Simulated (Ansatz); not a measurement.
Basis sets compared for Li12 (the lowest singlet isomer of a short search). Charge 0, multiplicity 1. Geometry PBE0/def2-SVP. Ansatz on 4 threads of Arm Neoverse V2 on a shared host; times are rough, and most runs start from earlier orbitals.

Cartesian coordinates in Å:
```
Li 0.325 -1.778 1.647
Li 2.504 0.629 -2.430
Li 3.050 -1.906 -0.430
Li -1.280 1.072 -1.809
Li -0.900 1.009 1.455
Li -2.093 -1.011 0.064
Li 0.307 -1.915 -2.139
Li 0.934 2.676 -0.527
Li 2.664 0.643 1.228
Li -3.639 1.524 0.494
Li 0.875 -0.088 -0.466
Li -2.747 -0.855 2.912
```

B3LYP takes the VWN-RPA correlation. The restricted singlet is unstable towards broken spin symmetry in Hartree–Fock (as tested in another run); at PBE/def2-SVP, PBE/def2-TZVP, PBE/def2-TZVPD, r2SCAN/def2-TZVP and others this wasn't settled. The structure comes from a short search, and lower isomers may exist.

Binding counts from free atoms (Li doublet) in the same basis, without a counterpoise term.

| level | functions | energy (Eh) | HOMO (eV) | LUMO (eV) | binding per atom (eV) | wall time |
| --- | --- | --- | --- | --- | --- | --- |
| PBE/def2-SVP | 108 | -89.9095 | -2.59 | -2.16 | 1.05 | 1.9 s |
| PBE/def2-TZVP (with forces) | 168 | -89.9880 | -2.62 | -2.19 | 1.01 | 2.4 s |
| r2SCAN/def2-TZVP | 168 | -90.1831 | -2.60 | -2.09 | 0.97 | 4.8 s |
| B3LYP/6-31G | 108 | -90.2813 | -2.81 | -1.64 | 0.89 | 2.7 s |
| B3LYP/def2-TZVP | 168 | -90.3053 | -2.85 | -1.68 | 0.89 | 2.5 s |
| PBE0/def2-SVP | 108 | -89.9562 | -2.98 | -1.69 | 1.00 | 3 s |
| PBE0/def2-TZVP | 168 | -90.0341 | -3.02 | -1.72 | 0.97 | 2.3 s |

Problem. Estimate the rows for PBE/def2-TZVPD, r2SCAN/def2-TZVPD, PBE0/def2-TZVPD.

Solution. 
```json
{"level": "PBE/def2-TZVPD", "functions": "204", "energy (Eh)": "-89.9886", "HOMO (eV)": "-2.62", "LUMO (eV)": "-2.19", "binding per atom (eV)": "1.01", "wall time": "3.1 s"}
{"level": "r2SCAN/def2-TZVPD", "functions": "204", "energy (Eh)": "-90.1838", "HOMO (eV)": "-2.59", "LUMO (eV)": "-2.08", "binding per atom (eV)": "0.97", "wall time": "7 s"}
{"level": "PBE0/def2-TZVPD", "functions": "204", "energy (Eh)": "-90.0347", "HOMO (eV)": "-3.02", "LUMO (eV)": "-1.72", "binding per atom (eV)": "0.98", "wall time": "3.5 s"}
```
